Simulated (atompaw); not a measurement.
**Before and after: PAW (atompaw) potential for Ga (Z = 31)**

* Element: gallium (Ga)
* Generator: atompaw 4.2.0.5
* Type: PAW
* Functional: PBE
* Relativity: scalar-relativistic
* Frozen core: [Ar] 3d10
* Valence charge: 3
* Reference configuration: 4s1.5 4p1.5
* Partial waves: 4s (bound): rc 2.95 bohr; 4s channel at 1.85 Ry: rc 1.70 bohr; 4p (bound): rc 2.95 bohr; 4p channel at 0.45 Ry: rc 2.95 bohr; 4d channel at -0.15 Ry: rc 2.95 bohr; 4d channel at 1.05 Ry: rc 2.95 bohr
* Local potential: bessel scheme, radius 2.55 bohr
* Core correction: smooth core density matched at 1.65 bohr
* Augmentation charge: sinc compensation charge, radius 2.45 bohr; PAW radius 2.95 bohr; waves and projectors: custom polynom2 7 10 vanderbiltortho

Change: waves 4s (bound); 4s channel at 1.85 Ry; 4p (bound); 4p channel at 0.45 Ry; 4d channel at -0.15 Ry; 4d channel at 1.05 Ry; augmentation sinc compensation charge, radius 2.45 bohr; PAW radius 2.95 bohr; waves and projectors: bloechl.

Cutoffs: the cutoffs (Ry, on a coarse ladder) from which the occupation-weighted sum of valence levels, in a spherical-Bessel basis at the reference potential, stays within 10 and 1 mRy of its value at 400 Ry; they do not see the model core or the augmentation charge, which bear on the density cutoff.

**Question.** What does the change do?

**Answer.** The potential gets softer (8 Ry and 18 Ry → 6 Ry and 6 Ry); the range in which the s phases agree widens (upper end 1.2 → at the end of the scan); the range in which the p phases agree narrows (upper end 2.8 → 1.2); neither file shows a bound ghost.

| quantity | base | changed |
| --- | --- | --- |
| cutoff, loose | 8 Ry | 6 Ry |
| cutoff, tight | 18 Ry | 6 Ry |
| bound ghosts | none | none |
| s: phases at 2.97 bohr within 0.05 rad from the reference energy up to (Ry; the scan ends near 5) | 1.2 | to the end of the scan |
| p: phases at 2.97 bohr within 0.05 rad from the reference energy up to (Ry; the scan ends near 5) | 2.8 | 1.2 |
| d: phases at 2.97 bohr within 0.05 rad from the reference energy up to (Ry; the scan ends near 5) | 2.4 | 0.1 |
| lowest overlap eigenvalue by channel | s 0.83, p 0.86, d 1.00 | s 0.45, p 0.02, d 0.09 |

 The cutoffs see the waves, projectors and local potential, not the compensation charge or the core.
